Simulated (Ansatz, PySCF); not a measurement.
C2H4N3, SMILES c1nc[nH+][nH]1, charge +1. Atoms are numbered in the order given.

```xyz
9

C      0.0000    -1.0526    -0.4418
N      0.0000     0.0000    -1.2446
C      0.0000     1.0526    -0.4418
N      0.0000     0.6693     0.8392
N      0.0000    -0.6693     0.8392
H      0.0000    -2.1020    -0.7436
H      0.0000     2.1020    -0.7436
H      0.0000     1.2192     1.6985
H      0.0000    -1.2192     1.6985
```
Charge +1, spin multiplicity 1.

Geometry optimised at PBE0-D3(BJ)/def2-SVP. The isomer is the one that the SMILES or the coordinates give; other isomers of the formula were not compared.

Two levels are set side by side: PBE-D3(BJ)/def2-SVP (Ansatz, a first-principles code) and PBE0-D3(BJ)/def2-SVP (Ansatz). Each level has its own optimised geometry; the coordinates shown are those of the second. Frequencies come from the Hessian of PySCF at each geometry. Differences are taken from unrounded values.

| quantity | PBE0-D3(BJ) |
|---|---|
| mean bond length (Å) | 1.209 |
| bond C1–N2 (Å) | 1.324 |
| bond C1–N5 (Å) | 1.337 |
| bond N2–C3 (Å) | 1.324 |
| bond C3–N4 (Å) | 1.337 |
| bond N4–N5 (Å) | 1.339 |
| bond C1–H6 (Å) | 1.092 |
| bond C3–H7 (Å) | 1.092 |
| bond N4–H8 (Å) | 1.020 |
| bond N5–H9 (Å) | 1.020 |
| highest harmonic wavenumber (cm⁻¹) | 3610 |
| mean harmonic wavenumber (cm⁻¹) | 1538 |
| zero-point energy (kcal/mol) | 46.17 |

Question: What does PBE-D3(BJ) give, and how far is it from PBE0-D3(BJ)? (The exact figures need the calculation; the answer reports its results.)

Answer: 
```tsv
quantity	PBE-D3(BJ)	PBE-D3(BJ) minus PBE0-D3(BJ)
mean bond length (Å)	1.220	0.011
bond C1–N2 (Å)	1.335	0.012
bond C1–N5 (Å)	1.352	0.014
bond N2–C3 (Å)	1.335	0.012
bond C3–N4 (Å)	1.352	0.014
bond N4–N5 (Å)	1.352	0.013
bond C1–H6 (Å)	1.100	0.008
bond C3–H7 (Å)	1.100	0.008
bond N4–H8 (Å)	1.029	0.009
bond N5–H9 (Å)	1.029	0.009
highest harmonic wavenumber (cm⁻¹)	3487	-122
mean harmonic wavenumber (cm⁻¹)	1478	-60
zero-point energy (kcal/mol)	44.37	-1.80
```

Exact exchange shortens and stiffens bonds; PBE has none. Differences between two approximate levels are no errors against the true value.
